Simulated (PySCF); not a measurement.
Two species compared at the same levels of theory.

First species: C5H7N2O2 (charge +1).
SMILES: `CC(=O)Oc1c[nH+]c[nH]1`

Second species: sulfuric acid, H₂O₄S.
Atom-mapped SMILES: `[O:1]=[S:2](=[O:3])([OH:4])[OH:5]` (hydrogens: H6 on O4; H7 on O5)

Levels: CAM-B3LYP/def2-SVPD for HOMO energy, LUMO energy, HOMO–LUMO gap, static isotropic polarisability and electronic spatial extent ⟨r²⟩ about the centre of nuclear charge; TDDFT CAM-B3LYP/def2-SVPD for lowest singlet excitation; TDA CAM-B3LYP/def2-SVPD for lowest triplet excitation (Tamm–Dancoff); GFN2-xTB for rotational constant A and rotational constant C. Geometries: GFN2-xTB. Each species is one conformer at its optimised geometry, gas phase, non-relativistic unless stated; the electronic structure was computed with PySCF and density fitting.

Dipoles, sizes and rotational constants follow the conformer. The torsions of the flexible species, by atom-mapped SMILES:
- `[CH3:1][C:2](=[O:3])[O:4][c:5]1[cH:6][nH+:7][cH:8][nH:9]1`: C1–C2–O4–C5 -178°, C2–O4–C5–C6 0°
- `[O:1]=[S:2](=[O:3])([OH:4])[OH:5]`: H–O4–S2–O1 155°, H–O5–S2–O1 21°

```csv
property,column X,column Y
HOMO energy,-11.27 eV,-13.17 eV
LUMO energy,0.12 eV,-4.36 eV
HOMO–LUMO gap,11.39 eV,8.81 eV
lowest singlet excitation,8.23 eV,5.82 eV
lowest triplet excitation (Tamm–Dancoff),7.99 eV,4.11 eV
static isotropic polarisability,34.9 au,72.6 au
electronic spatial extent ⟨r²⟩ about the centre of nuclear charge,363 bohr²,1264 bohr²
rotational constant A,5.209 GHz,4.976 GHz
rotational constant C,4.884 GHz,0.860 GHz
```

Q: Which column belongs to which species?

A: Column X is the second species and column Y the first. The first has 16 atoms and 66 electrons, the second 7 and 50; their charges are +1 and 0, their HOMO energies -13.17 eV and -11.27 eV.

Q: How does each property change from the first species to the second?

A: HOMO energy +1.90 eV; LUMO energy +4.48 eV; HOMO–LUMO gap +2.58 eV; lowest singlet excitation +2.41 eV; lowest triplet excitation (Tamm–Dancoff) +3.88 eV; static isotropic polarisability -37.7 au; electronic spatial extent ⟨r²⟩ about the centre of nuclear charge -901 bohr²; rotational constant A +0.233 GHz; rotational constant C +4.024 GHz.

On the first: The principal polarisabilities are 45.7, 73.6 and 98.6 au; their mean is the isotropic value. The polarisability is 10.76 Å³ as a volume (1 au = 0.148185 Å³), or 1.10 au for each of the 66 electrons.

On the second: The polarisability is 5.18 Å³ as a volume (1 au = 0.148185 Å³), or 0.70 au for each of the 50 electrons. S1 lies 3.16 eV below the HOMO–LUMO gap; its leading configuration is HOMO→LUMO, weight 0.91.
